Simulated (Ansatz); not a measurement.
A search over several starts for the lowest SCF solution of GeH₂I₂⁻, that is GeI2H2 with one electron more at the given spin, in a small basis.

```yaml
crystal:
  periodic: [false, false, false]
  atoms:
    - {symbol: Ge, position_ang: [-0.193635, 0.000750, -0.135220]}
    - {symbol: I, position_ang: [-0.206354, -0.023215, 2.375459]}
    - {symbol: I, position_ang: [2.161765, 0.015202, -1.004232]}
    - {symbol: H, position_ang: [-0.884143, 1.286650, -0.605720]}
    - {symbol: H, position_ang: [-0.877632, -1.279397, -0.630285]}
basis:
  gaussian: {orbitals: def2-SVP}
total_charge: -1
magnetization: {spin_polarized: true, initial_magnetization: 1}
hamiltonian: {xc: pbe0, dispersion: d4}
output: {orbitals: {seedname: orbitals}}
```

```sh
$ ansatz run in.yaml --threads 4 --pin off --events-out ev --progress --plain --max-ram 3916MiB
```

Shortened log:

```
Functional definition: PBE0
  name "PBE0"
  cite "Adamo & Barone, J. Chem. Phys. 110, 6158 (1999) doi:10.1063/1.478522"
  cite "Perdew, Burke & Ernzerhof, Phys. Rev. Lett. 77, 3865 (1996) doi:10.1103/PhysRevLett.77.3865"
  parent pbe
  parameter a = 0.25
  parameter kappa = 0.804
  parameter beta = 0.06672455060314922
  exchange = (1 - a)*pbe_x(kappa = kappa, mu = beta*pi^2/3) + a*exact_x
  correlation = pbe_c(beta = beta)
1084 factors; integrals over basis functions are off by at most 1.2e-3 eV
mean field evaluation 1: about -72740.3989 eV, gradient 1.3e1 eV
mean field evaluation 2: about -72740.3647 eV, gradient 1.4e1 eV
mean field evaluation 4: about -72741.0090 eV, gradient 4.2e-1 eV
mean field evaluation 8: about -72741.0385 eV, gradient 3.9e-2 eV
mean field evaluation 16: about -72741.0385 eV, gradient 2.8e-5 eV
mean field -72741.03853074 eV, -2673.1838603579 hartree, gradient 2.9e-5 eV, S^2 0.752439; 2 other end points of the search recorded, 0 dependent functions left out
reference -72741.03855575 eV, -2673.1838612769 hartree; 43, 42 occupied and 51, 52 virtual orbitals, 1084 factors
Total energy: -72741.19629722 eV, -2673.1896581690 hartree
```

It took 4.5 s on 4 threads of Intel Xeon on a shared host.

In the def2 sets I takes a core potential; there is no spin–orbit coupling. The highest occupied level of the charge -1 doublet lies above zero (up to 1.69 eV). By energy differences its removal costs 0.24 eV (vertical, to the charge 0 singlet, at LC-ωPBE (ω = 0.30 bohr⁻¹)/def2-TZVP).
